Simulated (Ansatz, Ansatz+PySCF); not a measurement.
```yaml
atoms:
  - { symbol: H, position_ang: [0.0000, 0.0000, -0.7454] }
  - { symbol: F, position_ang: [0.0000, 0.0000, 0.0828] }
```

Basis set: 6-31G (spherical functions). Correlated methods keep 1 orbital frozen. Charge 0, multiplicity 1.

Computed with Ansatz (development build ahead of 0.2.0); each method stands on the lowest determinant of its kind that the runs found. Restricted open shells among the atoms or ions are ROHF, correlated in semicanonical orbitals with singles. Restricted functionals stand beside restricted open-shell atoms, which can lie above the unrestricted atoms usual in DFT and then raise those values.

The atomization energy at this shape (free ground-state atoms in the same class of orbitals less the molecule, no zero-point energy) of singlet HF:

```
           method  atomization energy
PBE0 (restricted)             4.62 eV
          RHF-MP2             4.25 eV
              RHF             3.08 eV
```

(1) What does RHF-CCSD(T) give?

Results:

(1) 4.16 eV. Caution: the shape is not the minimum.

This basis has no polarisation functions and is too small for such energies, which can lie far from measured ones in either direction.
